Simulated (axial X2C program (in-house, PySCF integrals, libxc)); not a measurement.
## Bond lengths and stretching modes, held linear, of NSeN

Calculated with an in-house all-electron X2C program for linear molecules (integrals from PySCF): two-component X2C with atomic mean-field Coulomb and Gaunt terms, Gaussian nuclei, basis N dyall-av3z, Se dyall-v3z with contracted cores. Spin-free rows use the one-electron spin-free X2C Hamiltonian.

Masses N 14.003, Se 79.917, N 14.003 u. States: 2c Ω = 0 (all partner blocks equally filled); spin-free M_S = 0, Λ = 0 (closed shell).

PBE0, spin-free: energies above the lowest point

```csv
r(N–Se) (Å),r(Se–N) (Å),E (meV)
1.5727,1.5727,75.80
1.5727,1.6130,37.37
1.5727,1.6533,75.55
1.6130,1.5727,37.37
1.6130,1.6130,0.00
1.6130,1.6533,39.52
1.6130,1.6937,138.82
1.6533,1.5727,75.55
1.6533,1.6130,39.52
1.6533,1.6533,80.65
1.6937,1.6130,138.82
1.6937,1.6937,285.13
```

Task: Fit a quadratic surface with cubic terms in each bond: where is the minimum, and what are the two stretching wavenumbers?

Result: At PBE0, spin-free: bonds 1.611 and 1.611 Å; harmonic stretches 975.6 and 1110.4 cm⁻¹; force constants 7.69, 7.69 and coupling 0.16 mdyn/Å.

The other levels and Hamiltonians give:

```tsv
Hamiltonian	level	r(N–Se) (Å)	r(Se–N) (Å)	lower stretch (cm⁻¹)	upper stretch (cm⁻¹)
2c	PBE0	1.611	1.611	974.9	1109.9
2c	HF	1.567	1.567	1104.9	1116.1
2c	r2SCAN	1.626	1.626	937.0	1088.0
spin-free	r2SCAN	1.625	1.625	937.5	1088.5
```

Each state is one determinant, the lowest of a limited PBE0 search; the stretches come from a fit to these few points and carry an uncertainty of a few per cent. Other orders of the atoms were not compared. Left out for rough or failed fits: MP2 2c, HF spin-free, MP2 spin-free. The molecule was held linear; bending was not examined, so a bent shape may lie lower.
